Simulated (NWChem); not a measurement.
System: BHF, doublet; SMILES [BH]F

NWChem input:

```
start job
memory heap 200 mb stack 900 mb global 1100 mb
geometry units angstroms noautoz
  B      0.140495     0.717025     0.000000
  F      0.027839    -0.578859     0.000000
  H     -0.836049     1.425126     0.000000
end
basis spherical
  * library def2-tzvp
end
dft
  odft
  mult 2
  xc revpbe cpbe96
  iterations 150
  mulliken
end
task dft energy
```

In the optimisation the excess spin sits in a' (Cs, its own frame). Structure relaxed at the PBE0-D3(BJ)/def2-TZVP, spin-unrestricted level. No stability test was run on the SCF state.

**Question.** Give the results of this calculation. (revPBE/def2-TZVP, spin-unrestricted.) Quantities: energy (Ha); highest occupied level (eV); lowest empty minus highest occupied level, either spin (eV); dipole (D); <S²>.

**Answer.** 
```json
{
  "energy (Ha)": "-125.26",
  "highest occupied level (eV)": "-4.84",
  "lowest empty minus highest occupied level, either spin (eV)": "2.39",
  "dipole (D)": "0.55",
  "<S²>": "0.752"
}
```
